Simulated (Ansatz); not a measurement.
Isolated molecules relaxed with PBE0-D4/def2-TZVP in Ansatz; ΔE leaves out vibrations. CCSD(T)/CBS is the MP2 limit (def2-TZVPP, def2-QZVPP) plus CCSD(T) − MP2 in def2-TZVPP, frozen cores. Functionals use def2-TZVPP. Each species was taken in one conformer, which may not be the lowest.

`C[SiH](C)[NH][AlH2]` → `C[NH][Al]([CH3])[SiH3]`  (isomerisation)

```json
{"level": "PBE-D4", "ΔE (kcal/mol)": "26.4", "difference from CCSD(T)/CBS": "-6.1"}
{"level": "r2SCAN-D4", "ΔE (kcal/mol)": "31.1", "difference from CCSD(T)/CBS": "-1.4"}
{"level": "ωB97X-V", "ΔE (kcal/mol)": "31.4", "difference from CCSD(T)/CBS": "-1.1"}
{"level": "ωB97M-V", "ΔE (kcal/mol)": "33.8", "difference from CCSD(T)/CBS": "1.3"}
{"level": "PBE", "ΔE (kcal/mol)": "25.5", "difference from CCSD(T)/CBS": "-7.0"}
{"level": "r2SCAN", "ΔE (kcal/mol)": "30.9", "difference from CCSD(T)/CBS": "-1.6"}
{"level": "PBE0", "ΔE (kcal/mol)": "27.9", "difference from CCSD(T)/CBS": "-4.6"}
{"level": "HF/def2-TZVPP", "ΔE (kcal/mol)": "34.5", "difference from CCSD(T)/CBS": "2.0"}
{"level": "MP2/def2-TZVPP", "ΔE (kcal/mol)": "34.9", "difference from CCSD(T)/CBS": "2.4"}
{"level": "SCS-MP2/def2-TZVPP", "ΔE (kcal/mol)": "34.0", "difference from CCSD(T)/CBS": "1.5"}
{"level": "CCSD/def2-TZVPP", "ΔE (kcal/mol)": "32.0", "difference from CCSD(T)/CBS": "-0.5"}
{"level": "CCSD(T)/def2-TZVPP", "ΔE (kcal/mol)": "31.6", "difference from CCSD(T)/CBS": "-0.9"}
{"level": "HF/def2-QZVPP", "ΔE (kcal/mol)": "34.9", "difference from CCSD(T)/CBS": "2.4"}
{"level": "MP2/def2-QZVPP", "ΔE (kcal/mol)": "35.5", "difference from CCSD(T)/CBS": "3.0"}
{"level": "MP2/CBS(def2)", "ΔE (kcal/mol)": "35.7", "difference from CCSD(T)/CBS": "3.2"}
{"level": "CCSD/CBS(def2)", "ΔE (kcal/mol)": "32.8", "difference from CCSD(T)/CBS": "0.3"}
{"level": "CCSD(T)/CBS", "ΔE (kcal/mol)": "32.5", "difference from CCSD(T)/CBS": "0"}
```

Largest T1 diagnostic among the species: 0.012.

From PBE to PBE0 (25 % exact exchange), in def2-TZVPP and without D4, ΔE moves by +2.4 kcal/mol. The D4 term adds +1.4 kcal/mol with B3LYP and +0.7 kcal/mol with PBE0; it sums over pairs of atoms, weighted by their polarisabilities, and B3LYP, whose exchange is more repulsive, gets the larger term.

B3LYP here is the variant with VWN-RPA as its local correlation; programs differ in this.
